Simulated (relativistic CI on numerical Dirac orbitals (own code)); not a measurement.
# What each ingredient does to the levels of Re11+

Base calculation: Dirac-Coulomb-Breit CI, separate exchange-only KLI orbitals for each configuration, model QED, unscaled Slater integrals.

Configurations in the expansion (outside the closed core [Kr] 4d10): 4f14.5s2.5p2, 4f13.5s2.5p3, 4f14.5s.5p3, 4f14.5s2.5p.5d, 4f14.5s.5p2.5d, 4f14.5s2.5p.5f, 4f13.5s2.5p2.5d, 4f14.5s2.5p.5g, 4f14.5s2.5p.6s, 4f14.5s.5p2.5f, 4f13.5s2.5p2.6s, 4f14.5s2.5p.6p, 4f14.5p3.5d, 4f14.5s.5p2.5g, 4f14.5s.5p.5d2, 4f13.5s2.5p2.6p, 4f14.5s2.5d.6p, 4f13.5s2.5p2.5f, 4f14.5s2.5d.5f, 4f14.5s2.5p.6d, 4f14.5p4, 4f13.5p5, 4f13.5p4.5d, 4f14.5s2.5d2, 4f14.5s.5d3, 4f13.5s2.5d3, 4f14.5p2.5d2, 4f13.5p3.5d2, 4f14.5p.5d3, 4f14.5p.5d2.5f, 4f13.5p2.5d3, 4f14.5s2.5f2, 4f14.5s.5d.5f2, 4f13.5s2.5d.5f2, 4f14.5s2.5d.6s, 4f14.5s.5d2.6s, 4f13.5s2.5d2.6s. Double excitations out of closed p, d and f shells are left out; levels of such configurations are missing from the list, as are those of other unlisted configurations, and high levels can miss mixing partners. Some configurations lack a partner that the ground configuration has and come out too high, among them 4f13.5s2.5p2.6s, 4f13.5s2.5p2.6p, 4f13.5s2.5p2.5f, 4f14.5s.5p2.5f, 4f14.5s.5p2.5g.

The lowest level and the first level of each name with at least 55 % of one term (blank where a level has no safe partner in the second run):

```tsv
Level	Base (cm⁻¹)	Shift (cm⁻¹)
4f14.5s2.5p2 3P_0	0	0
4f14.5s2.5p2 3P_1	94828	-121
4f13.5s2.5p3 3D_1	145912	+6849
4f14.5s2.5p2 1S_0	245016	-54
4f13.5s2.5p3 5F_1	249493	+7993
4f13.5s2.5p3 3H_6	252848	+7520
4f13.5s2.5p3 1P_1	254544	+7572
4f13.5s2.5p3 3P_1	279097	+8190
4f13.5s2.5p3 3P_0	282694	+7763
4f14.5s.5p3 3D°_3	461960	-1552
4f14.5s.5p3 3P°_0	489226	-1320
```

At this charge transitions that keep the count of f electrons are usually good to a few per cent. Levels and lines within the n = 5 or 6 shells can be off by up to 10 % or somewhat more, and those that change n by about 2 %, since core polarisation is missing. Levels that differ in their count of f electrons can be misplaced by several ten thousand cm⁻¹, since the correlation energy of f electrons is missing or only estimated; rates across such gaps can be off by orders of magnitude.

Q: One thing was changed in a second run, which moved the levels as shown. Which?
A. configuration mixing switched off
B. QED terms removed
C. Breit term removed
D. one mean potential for all configurations

A: D. One mean potential for all configurations. One potential for all configurations removes the relaxation of the orbitals, which moves whole configurations and changes the integrals a little.

LS names give the leading component of a level, which can be under half, so a name can repeat, a term be missing and a line seem to break the LS rules.
